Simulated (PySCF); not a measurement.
Rh²⁺ (rhodium, charge +2) across methods

[Kr] 4d7, high-spin 4F determinant. All numbers are calculated (PySCF 2.14, a scalar-relativistic core potential, in def2-QZVPPD with the def2 core potential (28 electrons) (7s5p4d4f2g, 88 functions)).

| method | E (hartree) | mean ε 4p β (eV) | mean ε 4d α (eV) | mean ε 4d β (eV) | Σ⟨r²⟩ (bohr²) | ⟨S²⟩ |
| --- | --- | --- | --- | --- | --- | --- |
| wB97X | -109.5497 | -76.163 | -30.916 | -29.150 | 27.38 | 3.752 |
| PBE | -109.5374 | -70.634 | -26.665 | -24.848 | 27.68 | 3.751 |
| LC-wPBE | -109.5699 | -76.098 | -31.373 | -29.493 | 27.48 | 3.751 |
| MN15 | -109.2944 | -73.856 | -29.230 | -27.174 | 27.82 | 3.753 |
| r2SCAN | -109.5746 | -71.714 | -27.048 | -24.915 | 27.45 | 3.753 |
| PBE0 | -109.5363 | -73.735 | -28.615 | -26.630 | 27.48 | 3.752 |
| HSE06 | -109.5332 | -73.320 | -28.194 | -26.218 | 27.50 | 3.752 |
| UHF | -108.92091 | -81.814 | -33.621 | -31.033 | 27.19 | 3.755 |
| LDA | -109.2750 | -70.769 | -26.837 | -24.876 | 27.86 | 3.751 |

Energies and moments cover only the electrons outside the core potential.
